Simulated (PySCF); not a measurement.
Isomers of C7H11F3, one GFN2-xTB conformer each. Single-point energies are computed at PBE0/pcSseg-1 (PySCF, gas phase, no added dispersion term), electronic only.

**Question.** Rank them by PBE0/pcSseg-1 energy, lowest first (kcal/mol).
A. `[CH3:1][C:2]([CH3:3])=[C:4]([CH3:5])[CH2:6][C:7]([F:8])([F:9])[F:10]` with C2–C4–C6–C7 90°
B. `[CH3:1][CH2:2]/[C:3]([CH3:4])=[CH:5]\[CH2:6][C:7]([F:8])([F:9])[F:10]` with C1–C2–C3–C4 91°, C3–C5–C6–C7 -102°

**Answer.** B (0.0), A (0.0).

Neighbours under 2.5 kcal/mol apart (CC/C(C)=C\CC(F)(F)F and CC(C)=C(C)CC(F)(F)F) can change places with a better method, another conformer or zero-point energy. GFN2-xTB itself gives, in the same order: 2.1, 0.0. GFN2-xTB puts CC(C)=C(C)CC(F)(F)F lowest instead.

**Question.** Which frontier levels, dipoles and rotational constants go with these structures?

**Answer.** 
```
             SMILES  HOMO (eV, PBE0/pcSseg-1)  LUMO (eV)  dipole (D)       A, B, C (MHz)
CC/C(C)=C\CC(F)(F)F                     -7.21       0.18        2.75  2248, 712.4, 633.7
CC(C)=C(C)CC(F)(F)F                     -6.80       0.37        2.53  2138, 876.0, 733.4
```
